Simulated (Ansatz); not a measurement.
`[CH3][SnH]([F])[SH]` → H–F + `[CH3][Sn][SH]` at 500 K and 1 bar (stannylene formation by 1,1-elimination).

Calculated with Ansatz (gas phase, PBE0-D4/def2-TZVP geometries, no zero-point term in ΔE). CCSD(T)/CBS adds triple-zeta CCSD(T) − MP2 to the extrapolated MP2 energy (def2 sets, frozen cores). This one scheme is used for every species. def2 core potentials past Kr. For Sn outer-core shells are correlated without core-valence functions, which leaves a few kJ/mol of doubt a bond. Each species was taken in one conformer, which may not be the lowest.

| species | CCSD(T)/CBS energy (Eh) | H − E (kJ/mol) | S (J/(mol·K)) |
| --- | --- | --- | --- |
| `[CH3][SnH]([F])[SH]` | -752.71910 | 189.5 | 432.6 |
| H–F | -100.39570 | 39.4 | 188.7 |
| `[CH3][Sn][SH]` | -652.29098 | 151.9 | 373.9 |

H − E and S are ideal-gas, rigid-rotor, harmonic terms from PBE0-D4/def2-TZVP, for one conformer and one mirror image of each species. 1 Eh = 2625.50 kJ/mol, R = 8.31446 J/(mol·K).

Task: By hand: ΔE, ΔH, ΔS and ΔG.

Result: ΔE = (-100.39570) + (-652.29098) − (-752.71910) = 0.03242 Eh = 85.1 kJ/mol. Δ(H − E) = 39.4 + 151.9 − 189.5 = 1.8, so ΔH = 86.9 kJ/mol. ΔS = 188.7 + 373.9 − 432.6 = 130.0 J/(mol·K). ΔG = 86.9 − 500 × (130.0)/1000 = 21.9 kJ/mol.

Task: By hand: the equilibrium constant, and the temperature at which ΔG would vanish if ΔH and ΔS stayed fixed.

Result: log₁₀ K = −ΔG/(RT ln 10) = -2.3. ΔG = 0 at ΔH/ΔS = 668 K.

The number of gas molecules changes by +1, which sets the sign of ΔS. A doubt of 5 kJ/mol in ΔE shifts log₁₀ K by 0.5 here. Other conformers and mirror images would add mixing entropy, several J/(mol·K) or more a flexible species. These are equilibria of isolated gas molecules and say nothing of rates. Largest T1 diagnostic: 0.015 (customary marks: 0.02 for closed shells, 0.045 for open ones).
